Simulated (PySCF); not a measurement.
beryllium atom (Be), singlet. Base run: PBE0/def2-SVP (PySCF).

The PySCF input:
```python
from pyscf import gto, scf, dft

mol = gto.Mole()
mol.atom = '''
    Be    0.00000000    0.00000000    0.00000000
'''
mol.basis = 'def2-svp'
mol.verbose = 4
mol.build()

mf = dft.RKS(mol)
mf.xc = 'pbe0'
mf.kernel()
mf.analyze()
```

Variants of this job, named by their change:

```json
[
 {"change": "base", "ΔE vs base (mEh)": "0.000", "SCF cycles": "4"},
 {"change": "conv_tol = 1e-7", "ΔE vs base (mEh)": "0.000", "SCF cycles": "3"},
 {"change": "damp = 0.5; diis_start_cycle = 5", "ΔE vs base (mEh)": "0.000", "SCF cycles": "6"},
 {"change": "diis_space = 12", "ΔE vs base (mEh)": "0.000", "SCF cycles": "4"},
 {"change": "level_shift = 0.1 (with mf.max_cycle = 100)", "ΔE vs base (mEh)": "0.000", "SCF cycles": "6"},
 {"change": "DIIS = EDIIS", "ΔE vs base (mEh)": "0.000", "SCF cycles": "4"},
 {"change": "diis = off; damp = 0.3 (with mf.diis_start_cycle = 200; with mf.max_cycle = 150)", "ΔE vs base (mEh)": "0.000", "SCF cycles": "5"},
 {"change": "conv_tol_grad = 1e-7", "ΔE vs base (mEh)": "0.000", "SCF cycles": "4"},
 {"change": "DIIS = ADIIS", "ΔE vs base (mEh)": "0.000", "SCF cycles": "4"},
 {"change": "solver = newton", "ΔE vs base (mEh)": "0.000", "SCF cycles": "-"},
 {"change": "init_guess = huckel", "ΔE vs base (mEh)": "0.000", "SCF cycles": "3"},
 {"change": "level_shift = 0.5 (with mf.max_cycle = 100)", "ΔE vs base (mEh)": "0.000", "SCF cycles": "15"},
 {"change": "init_guess = sap", "ΔE vs base (mEh)": "0.000", "SCF cycles": "4"}
]
```
